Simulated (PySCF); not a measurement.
# Structure elucidation problem

An unknown has the formula C6H15NOSi. Its calculated NMR data are:

¹H NMR (600 MHz, computed): δ 4.48 (s, 2H), 3.84 (br s, 1H), 1.90 (s, 3H), 0.96 (s, 9H).

¹³C{¹H} NMR (computed): δ 177.6 (C), 28.4 (CH3, 3C), 24.0 (CH3), 17.0 (C).

- shieldings: GIAO B3LYP/pcSseg-1
- PBE0-D3(BJ)/def2-SVP geometry
- program: PySCF 2.14.0 with density-fitted response routines
- fast rotation and ring inversion assumed for equivalent nuclei, non-relativistic, in vacuum, a single conformation

Referencing at the same level of theory: ¹H (σref 31.38), ¹³C (σref 179.24) vs TMS.

What is the structure?

## Answers


1. The formula gives 1 degree of unsaturation (no ring in the answer).
2. 4 carbon signals for 6 carbons: some carbons are equivalent by symmetry or fast rotation.
3. Carbon types of the structure: 2 × C, 4 × CH3, leaving 3 H on heteroatoms.
4. δC 177.6: amide carbonyl carbon; lone-pair donation from the attached heteroatom keeps it upfield of a ketone carbonyl.
5. δC 28.4: methyl carbon; aliphatic region, no heteroatom directly attached.
6. δC 24.0: methyl carbon α to a carbonyl; α to the electron-withdrawing carbonyl group.
7. δH 4.48: hydrogen on a silicon bonded to C, N.
8. δH 3.84: hydrogen on an amide-type nitrogen; labile proton, position sensitive to the medium.
9. δH 1.90: hydrogen on a methyl carbon α to a carbonyl; α to C=O.
10. δH 0.96: hydrogen on a methyl carbon.

These data were computed for `[SiH2](NC(C)=O)C(C)(C)C`.

The shifts were computed for this structure.

OH/NH shifts are gas-phase values; hydrogen bonding in solution moves them, usually downfield. Shifts are as computed. Against solution values, carbons near 30 ppm lie about +2 ppm off and those near 130 ppm about +6 ppm. Of 1313 compounds with measured shifts, 239 miss one by over three times the rms of a fit or turn the order of signals round; such compounds aren't used in these exercises. Hydrogen bonding in solution deshields acid and N–H amide carbonyl carbons by as much as 10 ppm beyond these values. No couplings were computed; multiplicities are counted from neighbouring protons, with m where these are inequivalent, close in shift, in a saturated or five-membered ring or joined by F or P, and br s for small geminal =CH2 splittings.
